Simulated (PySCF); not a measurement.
## Electron correlation in F (fluorine, neutral)

[He] 2s2 2p5, 2P determinant. All numbers are calculated (PySCF 2.14, no relativity, point nucleus, in aug-cc-pVTZ (5s4p3d2f, 46 functions)). Frozen: 1s2; 7 electrons correlated.

| level | correlation energy (mhartree) |
| --- | --- |
| CCSD | -216.57 |
| (T) | -4.37 |
| CCSD(T) | -220.94 |

Diagnostics: T1 = 0.0077, D1 = 0.0126, largest double amplitude 0.033.

Is a single reference adequate?

Yes: T1 lies below 0.03 and no double amplitude reaches 0.07.
